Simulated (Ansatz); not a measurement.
Start from `N=C[SiH2]F` and change one atom or group to get `N=C[SiH2]O`.

Ansatz, PBE0-D4/def2-TZVP geometries, multiplicity 1. Each molecule was computed in one conformer, which needn't be the lowest.

```csv
property,`N=C[SiH2]F`
HOMO energy (B3LYP/def2-TZVPP) / eV,-7.29
LUMO energy (PBE0/def2-TZVPP) / eV,-1.21
size of the dipole moment (PBE/def2-TZVPP) / D,1.78
HOMO energy (PBE0/def2-TZVPP) / eV,-7.50
LUMO energy (ωB97M-V/def2-TZVPP) / eV,1.05
HOMO energy (ωB97M-V/def2-TZVPP) / eV,-9.82
```

(1) What does the change do to each property? (Best estimate.)

## Answers

(1) Ansatz gave: 
```json
{"property": "HOMO energy (B3LYP/def2-TZVPP) / eV", "`N=C[SiH2]O`": "-7.61", "shift": "-0.32"}
{"property": "LUMO energy (PBE0/def2-TZVPP) / eV", "`N=C[SiH2]O`": "-1.15", "shift": "0.06"}
{"property": "size of the dipole moment (PBE/def2-TZVPP) / D", "`N=C[SiH2]O`": "2.71", "shift": "0.93"}
{"property": "HOMO energy (PBE0/def2-TZVPP) / eV", "`N=C[SiH2]O`": "-7.82", "shift": "-0.32"}
{"property": "LUMO energy (ωB97M-V/def2-TZVPP) / eV", "`N=C[SiH2]O`": "1.12", "shift": "0.07"}
{"property": "HOMO energy (ωB97M-V/def2-TZVPP) / eV", "`N=C[SiH2]O`": "-10.14", "shift": "-0.32"}
```

With PBE0 the HOMO falls by 0.32 eV and the LUMO rises by 0.06 eV, so the gap widens by about 0.38 eV. PBE moves the HOMO by -0.32 eV and ωB97M-V by -0.32 eV. The zero-point energy changes by 30.2 kJ/mol with +3 modes. Dipoles are sizes alone; their direction can turn.

B3LYP here is the variant with VWN-RPA as its local correlation; programs differ in this.
